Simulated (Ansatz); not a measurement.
Consider the ligand exchange at a Ta–O bond: `[NH]=[Ta]([OH])([OH])[F]` + H–F → `[NH]=[Ta]([OH])([F])[F]` + H₂O.

Isolated molecules relaxed with PBE0-D4/def2-TZVP in Ansatz; ΔE leaves out vibrations. CCSD(T)/CBS adds triple-zeta CCSD(T) − MP2 to the extrapolated MP2 energy (def2 sets, frozen cores). This one scheme is used for every species. Elements past krypton have def2 core potentials. For Ta outer-core shells are correlated without core-valence functions, which leaves a few kJ/mol of doubt a bond. Each species was taken in one conformer, which may not be the lowest.

| species | SCS-MP2/def2-QZVPP energy (Eh) |
| --- | --- |
| `[NH]=[Ta]([OH])([OH])[F]` | -363.56888 |
| H–F | -100.36288 |
| `[NH]=[Ta]([OH])([F])[F]` | -387.59499 |
| H₂O | -76.34808 |

Q: Work out ΔE.

A: ΔE = (-387.59499) + (-76.34808) − (-363.56888) − (-100.36288) = -0.01131 Eh = -29.7 kJ/mol. CCSD(T)/CBS gives -28.5 kJ/mol.

Largest T1 diagnostic among the species: 0.019.

The D4 term adds +3.0 kJ/mol with B3LYP and +1.7 kJ/mol with PBE0; it sums over pairs of atoms, weighted by their polarisabilities, and B3LYP, whose exchange is more repulsive, gets the larger term. In def2-TZVPP, CCSD(T) changes the Hartree–Fock value by +7.7 kJ/mol (the triples alone add +0.9 kJ/mol) and MP2 by +10.3 kJ/mol. Leaving LDA and LC-ωPBE aside and taking each functional with its dispersion term where it has one, the values, not all of them listed here, spread over 9.6 kJ/mol, from B97M-V to PBE-QIDH. LDA lies +7.3 kJ/mol from PBE without D4.

B3LYP here is the variant with VWN-RPA as its local correlation; programs differ in this.
